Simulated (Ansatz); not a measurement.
Geometry optimisation, Ansatz 0.2.0, RKS B3LYP/def2-SVP.

Input:

```yaml
crystal:
  periodic: [false, false, false]
  atoms:
    - { symbol: B, position_ang: [0.00771, -0.1612, 0.176174] }
    - { symbol: "N", position_ang: [0.003593, -0.358258, 1.653781] }
    - { symbol: H, position_ang: [-0.803781, -0.802008, 2.075952] }
    - { symbol: H, position_ang: [0.868794, -0.566089, 2.141272] }
    - { symbol: "N", position_ang: [1.178534, 0.037374, -0.563207] }
    - { symbol: H, position_ang: [2.087418, 0.157336, -0.137076] }
    - { symbol: H, position_ang: [1.15075, 0.285658, -1.54367] }
    - { symbol: Cl, position_ang: [-1.571239, -0.286563, -0.66349] }
    - { symbol: Cl, position_ang: [-0.285609, 2.859981, 0.683214] }
    - { symbol: H, position_ang: [-0.28017, 1.870269, 1.578151] }
basis:
  gaussian: { orbitals: def2-SVP }
hamiltonian:
  xc: b3lyp
relax:
  f_tol: 0.03
  max_steps: 50
```

Launched with:

```bash
$ ansatz run input.yaml --threads 2 --pin off --max-ram 3072MiB --backend cpu --events-out ev --progress --plain --runs-dir out
```

Q: Where does it end, and by what steps?

A: It converged. After 10 steps the energy has fallen by 0.283 eV; Cl9 moved furthest, 0.93 Å.

```
step  energy less start (eV)  largest force component (eV/Å)  accepted
   0                  0.0000                           1.763       yes
   1                 -0.1213                           0.986       yes
   2                 -0.1872                           1.017       yes
   3                 -0.2395                           0.366       yes
   4                 -0.2616                           0.509       yes
   5                 -0.2794                           0.129       yes
   6                 -0.2791                           0.219        no
   7                 -0.2808                           0.070       yes
   8                 -0.2819                           0.041       yes
   9                 -0.2829                           0.051       yes
  10                 -0.2831                           0.005       yes
```

```xyz
10
Properties=species:S:1:pos:R:3
B 0.029 -0.279 0.070
N -0.045 -0.129 1.495
H -0.856 -0.492 1.984
H 0.798 -0.177 2.061
N 1.210 -0.107 -0.663
H 2.094 0.162 -0.249
H 1.219 -0.135 -1.674
Cl -1.492 -0.662 -0.799
Cl -0.311 3.087 1.581
H -0.290 1.769 1.595
```

Whether the end is a true minimum wasn't checked by a vibrational analysis.

Time of the run: 72 s on 2 threads of Intel(R) Xeon(R) Processor @ 2.50GHz (Skylake/Cascade Lake), on a shared host, peak memory 0.24 GiB.
